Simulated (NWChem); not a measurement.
Molecule: iodine monochloride (ICl); SMILES ClI

Computed with NWChem. Medium grid unless said otherwise, to which SCAN and Minnesota functionals are sensitive. Geometry: optimised at PBE0/def2-SVP. def2 effective core potentials on I; no spin-orbit coupling.

Question: Order these by “dipole (D)”, lowest first: PBE/def2-TZVPD; M06-2X/def2-TZVPD; PBE0/def2-TZVPD; Hartree-Fock/def2-TZVPD.

Answer: PBE/def2-TZVPD (1.14), PBE0/def2-TZVPD (1.22), M06-2X/def2-TZVPD (1.33), Hartree-Fock/def2-TZVPD (1.40)
